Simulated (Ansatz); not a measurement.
C3H6Zn. Charge 0, multiplicity 1. The bonds changed during the relaxation, so this is another structure than the one it started from.

Cartesian coordinates in Å:
```
C 0.616 0.766 -0.976
C 0.068 -0.380 -0.596
C 0.075 -0.912 0.794
Zn -2.231 2.185 0.912
H 1.135 1.407 -0.269
H 0.571 1.104 -2.005
H -0.441 -0.989 -1.341
H 0.543 -1.900 0.836
H -0.947 -1.034 1.171
H 0.611 -0.247 1.474
```

**Question.** What are the harmonic wavenumbers in cm⁻¹ at PBE0-D4/def2-TZVP (Ansatz, finite differences of forces, unscaled)? (Best estimate.)

**Answer.** Ansatz gave: 44, 45, 50, 208, 423, 593, 941, 942, 948, 1029, 1068, 1194, 1326, 1397, 1443, 1468, 1483, 1726, 3034, 3090, 3125, 3147, 3155, 3238.

**Question.** Is this a minimum?

**Answer.** Yes, all 24 modes are real.

**Question.** Give the ideal-gas thermochemistry at 298.15 K and 1 bar (rigid rotor, harmonic oscillator; point group C1, symmetry number 1).

**Answer.** Zero-point energy 210.0 kJ/mol; H(298) − E = 229.9 kJ/mol; entropy 361.0 J/(mol·K), of which translation 167.2, rotation 114.7, vibration 79.2; G(298) − E = 122.2 kJ/mol. Modes under 100 cm⁻¹ are hindered rotations or soft bends, so the harmonic entropy is rough.

**Question.** And at 400, 500, 600, 800 and 1000 K?

**Answer.** 
```tsv
T (K)	H − E (kJ/mol)	S (J/mol/K)	G − E (kJ/mol)
400	239.6	389.1	84.0
500	250.8	414.1	43.8
600	263.5	437.1	1.2
800	292.3	478.4	-90.4
1000	324.9	514.6	-189.8
```
